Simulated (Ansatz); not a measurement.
A run for Ansatz (a quantum-chemistry and plane-wave program): R-B3LYP/def2-TZVPP on GaH4NO2 (SMILES [NH2][Ga]([OH])[OH]), a point of a torsion scan.

Ansatz 0.2 input:
```yaml
crystal:
  periodic: [false, false, false]
  atoms:
    - {symbol: N, position_ang: [1.72901009, 0.03311011, 0.01537197]}
    - {symbol: Ga, position_ang: [-0.09769233, 0.03164083, -0.19648359]}
    - {symbol: O, position_ang: [-1.07842744, 1.42161244, -0.57857886]}
    - {symbol: O, position_ang: [-0.93587426, -1.49147857, -0.15442115]}
    - {symbol: H, position_ang: [2.08203771, -0.82959812, 0.41292642]}
    - {symbol: H, position_ang: [2.14111867, 0.81545398, 0.51214184]}
    - {symbol: H, position_ang: [-0.92838057, 2.31338968, -0.27609759]}
    - {symbol: H, position_ang: [-1.86260438, -1.49529261, -0.39399395]}
basis:
  gaussian:
    orbitals: def2-TZVPP
hamiltonian:
  xc: {name: B3LYP}
scf: {lower_state_search: off}
```

Question: Predict the final total energy.

Answer: -2132.6907 hartree.

Question: How many basis functions does it have, and what does it roughly cost on one machine?

Answer: 197 functions; about 5 core-seconds (a rough figure).
